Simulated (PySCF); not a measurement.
CH6AlFSi.

```xyz
10

Al     0.3082    -0.3256     0.2785
F      1.8067    -0.7105    -0.3656
C     -0.1337    -1.1144     1.9987
H     -0.1104    -2.2169     1.9391
H     -1.1259    -0.8202     2.3766
H      0.6141    -0.8320     2.7607
Si    -1.0555     1.1856    -1.0868
H     -2.4184     1.3929    -0.4994
H     -1.2366     0.6579    -2.4777
H     -0.4103     2.5336    -1.2074
```
Charge 0, spin multiplicity 1.

Coordinates come from a r2SCAN-D4/def2-SVP optimisation. A frequency run showed that this geometry is not a minimum. The structure was generated by enumeration; whether it is a known compound was not checked.

Method: B3LYP/pcSseg-1 in PySCF. Non-relativistic, no solvent.

Computed absolute GIAO shielding of each atom: isotropic value and principal components (ppm):
```
atom  σ(iso)    σ11    σ22    σ33   span
----  ------  -----  -----  -----  -----
Al1    319.7  177.7  311.8  469.7  292.0
F2     274.6  135.5  323.8  364.6  229.0
C3     184.2  178.8  179.2  194.5   15.7
H4      31.5   27.6   28.6   38.3   10.7
H5      31.6   27.9   29.3   37.6    9.8
H6      31.5   27.6   28.6   38.3   10.7
Si7    473.1  463.5  467.5  488.4   24.9
H8      28.4   25.5   26.5   33.3    7.8
H9      28.3   25.5   26.1   33.5    8.0
H10     28.3   25.5   26.1   33.4    7.9
```
